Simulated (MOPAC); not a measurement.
MOPAC input (PM3):

```
PM3 FORCE THERMO(298,298) PRECISE LET GEO-OK AUX(PRECISION=9) THREADS=1
C2H2Cl2

Cl    1.56592126 1    0.36242459 1   -0.05683830 1
C     0.60451745 1   -1.01214458 1   -0.02313083 1
C    -0.72560609 1   -0.92911251 1    0.02555203 1
Cl   -1.50873955 1    0.55426704 1    0.05569491 1
H     1.12885799 1   -1.97383696 1   -0.04328025 1
H    -1.36530353 1   -1.81819474 1    0.04800658 1
```

Output:

```
 *******************************************************************************
 **                                                                           **
 **                              MOPAC v23.2.5                                **
 **                                                                           **
 *******************************************************************************
 ** MOPAC's Digital Object Identifier: https://doi.org/10.5281/zenodo.6511958 **
 **                                                                           **
 ** Please cite the open-source release paper for use of this MOPAC version:  **
 ** J. E. Moussa and J. J. P. Stewart (2026)                                  **
 ** MOPAC: An open-source semiempirical molecular orbital program             **
 ** J. Open Source Softw., 11(119), 8025, https://doi.org/10.21105/joss.08025 **
 *******************************************************************************

                              PM3 CALCULATION RESULTS

 *******************************************************************************
 *  PM3        - The PM3 Hamiltonian to be used
 *  GEO-OK     - OVERRIDE INTERATOMIC DISTANCE AND OTHER SAFETY CHECKS
 *  LET        - OVERRIDE SOME SAFETY CHECKS
 *  PRECISE    - TIGHTER CRITERIA TO BE USED
 *  FORCE      - FORCE CALCULATION SPECIFIED
 *  AUX        - OUTPUT AUXILIARY INFORMATION
 *  THERMO     - THERMODYNAMIC QUANTITIES TO BE CALCULATED
 *******************************************************************************
PM3 FORCE THERMO(298,298) PRECISE LET GEO-OK AUX(PRECISION=9) THREADS=1
 C2H2Cl2

   ATOM   CHEMICAL          X               Y               Z
  NUMBER   SYMBOL      (ANGSTROMS)     (ANGSTROMS)     (ANGSTROMS)

     1      Cl          1.56592126  *   0.36242459  *  -0.05683830  *
     2       C          0.60451745  *  -1.01214458  *  -0.02313083  *
     3       C         -0.72560609  *  -0.92911251  *   0.02555203  *
     4      Cl         -1.50873955  *   0.55426704  *   0.05569491  *
     5       H          1.12885799  *  -1.97383696  *  -0.04328025  *
     6       H         -1.36530353  *  -1.81819474  *   0.04800658  *

          CARTESIAN COORDINATES

    NO.       ATOM           X           Y           Z

     1        Cl          1.5659      0.3624     -0.0568
     2         C          0.6045     -1.0121     -0.0231
     3         C         -0.7256     -0.9291      0.0256
     4        Cl         -1.5087      0.5543      0.0557
     5         H          1.1289     -1.9738     -0.0433
     6         H         -1.3653     -1.8182      0.0480

  H: (PM3): J. J. P. STEWART, J. COMP. CHEM. 10, 209 (1989).
  C: (PM3): J. J. P. STEWART, J. COMP. CHEM. 10, 209 (1989).
 Cl: (PM3): J. J. P. STEWART, J. COMP. CHEM. 10, 209 (1989).

           Empirical Formula: C2 H2 Cl2  =     6 atoms

      MOLECULAR POINT GROUP   :   C2v

      RHF CALCULATION, NO. OF DOUBLY OCCUPIED LEVELS = 12

          HEAT OF FORMATION =       3.956899 KCALS/MOLE

[...]
 REDUCED MASS        0.9006         C 3 -- Cl4          +4.1% ( 21.5%)      0.0%
 EFFECTIVE MASS      3.5693
 FORCE CONSTANT      0.4721

 VIBRATION          8    3A1         ATOM PAIR     ENERGY CONTRIBUTION    RADIAL
 FREQUENCY          1161.99         C 2 -- H 5         +48.8% ( 68.0%)      0.0%
 TRANSITION DIPOLE   0.1061         C 3 -- H 6         +48.8% ( 68.0%)      0.0%
 TRAVEL (Ang.)       0.3443         C 2 -- C 3          +0.9% (  9.5%)    100.0%
 REDUCED MASS        0.4896         Cl1 -- C 2          +0.4% (  6.2%)     96.0%
 EFFECTIVE MASS      1.2431
 FORCE CONSTANT      0.3895

 VIBRATION          9    3B2         ATOM PAIR     ENERGY CONTRIBUTION    RADIAL
 FREQUENCY          1200.99         C 3 -- H 6         +37.1% ( 70.5%)      0.3%
 TRANSITION DIPOLE   0.4871         C 2 -- H 5         +37.1% ( 70.5%)      0.3%
 TRAVEL (Ang.)       0.3286         C 2 -- C 3          +5.5% ( 27.1%)      0.0%
 REDUCED MASS        0.5199         Cl1 -- C 3          +5.1% ( 26.1%)      2.1%
 EFFECTIVE MASS      2.2940
 FORCE CONSTANT      0.4419

 VIBRATION         10    4A1         ATOM PAIR     ENERGY CONTRIBUTION    RADIAL
 FREQUENCY          1779.58         C 2 -- C 3         +37.4% (101.0%)    100.0%
 TRANSITION DIPOLE   1.1336         C 3 -- Cl4         +10.6% ( 53.8%)     31.8%
 TRAVEL (Ang.)       0.0826         Cl1 -- C 2         +10.6% ( 53.8%)     31.8%
 REDUCED MASS        5.5517         Cl1 -- C 3         +10.6% ( 53.8%)     65.6%
 EFFECTIVE MASS     11.9474         C 2 -- Cl4         +10.6% ( 53.8%)     65.6%
 FORCE CONSTANT     10.3588         C 3 -- H 6         +10.1% ( 52.6%)      9.1%
                            C 2 -- H 5         +10.1% ( 52.6%)      9.1%

 VIBRATION         11    4B2         ATOM PAIR     ENERGY CONTRIBUTION    RADIAL
 FREQUENCY          3059.34         C 2 -- H 5         +48.5% ( 70.9%)    100.0%
 TRANSITION DIPOLE   0.5297         C 3 -- H 6         +48.5% ( 70.9%)    100.0%
 TRAVEL (Ang.)       0.2177         C 2 -- C 3          +0.8% (  9.2%)      0.0%
 REDUCED MASS        0.4650         C 2 -- Cl4          +0.5% (  7.5%)     83.6%
 EFFECTIVE MASS      1.4198
 FORCE CONSTANT      2.5643

 VIBRATION         12    5A1         ATOM PAIR     ENERGY CONTRIBUTION    RADIAL
 FREQUENCY          3079.38         C 3 -- H 6         +47.6% ( 70.4%)     99.9%
 TRANSITION DIPOLE   0.5074         C 2 -- H 5         +47.6% ( 70.4%)     99.9%
 TRAVEL (Ang.)       0.2168         C 2 -- C 3          +1.9% ( 14.2%)    100.0%
 REDUCED MASS        0.4658         Cl1 -- C 3          +0.7% (  8.6%)     92.6%
 EFFECTIVE MASS      1.5698
 FORCE CONSTANT      2.6024

      SYMMETRY NUMBER FOR POINT-GROUP C2v =  2

          SYSTEM IS A GROUND STATE

 C2H2Cl2

          MOLECULE IS NOT LINEAR

          THERE ARE 12 GENUINE VIBRATIONS IN THIS SYSTEM
          THIS THERMODYNAMICS CALCULATION IS LIMITED TO
          MOLECULES WHICH HAVE NO INTERNAL ROTATIONS

                    CALCULATED THERMODYNAMIC PROPERTIES
                                          *
   TEMP. (K)   PARTITION FUNCTION   H.O.F.    ENTHALPY  HEAT CAPACITY ENTROPY
                                   KCAL/MOL   CAL/MOLE    CAL/K/MOL  CAL/K/MOL

 298.00  VIB.     0.2778D+01                   986.7754     7.8292     5.3419
         ROT.     0.5187D+05                   888.2803     2.9808    24.5549
         INT.     0.1441D+06                  1875.0557    10.8100    29.8968
         TRA.     0.9228D+27                  1480.4672     4.9680    39.6232
         TOT.                        3.957    3355.5229    15.7780    69.5201

   *: NOTE: HEATS OF FORMATION ARE RELATIVE TO THE
            ELEMENTS IN THEIR STANDARD STATE AT 298K
              (=  Standard Enthalpy of Formation).

            Hvib:  Zero-point energy is not included.
                   frequencies of less than zero cm-1 are not included.
            Hrot = (3/2)RT
            Htra = (3/2)RT + pV = (5/2)RT

            Heat capacity is Cp, not Cv

          For more information, see: HTTP://OpenMOPAC.net/Manual/thermochemistry.html

           FORCE CONSTANT IN CARTESIAN COORDINATES (Millidynes/A)

    ATOM   CHEMICAL       X               Y               Z
   NUMBER   SYMBOL  FORCE CONSTANT  FORCE CONSTANT  FORCE CONSTANT

      1      Cl        3.322725        0.494685        0.168526
      2       C        7.098175       13.206165        1.707554
      3       C        9.971488       10.332852        1.707554
      4      Cl        0.999565        2.817846        0.168526
      5       H        1.692493        4.266764        0.325769
      6       H        5.187729        0.771529        0.325769

 **********************
 *                    *
 * JOB ENDED NORMALLY *
 *                    *
 **********************

 == MOPAC DONE ==
```
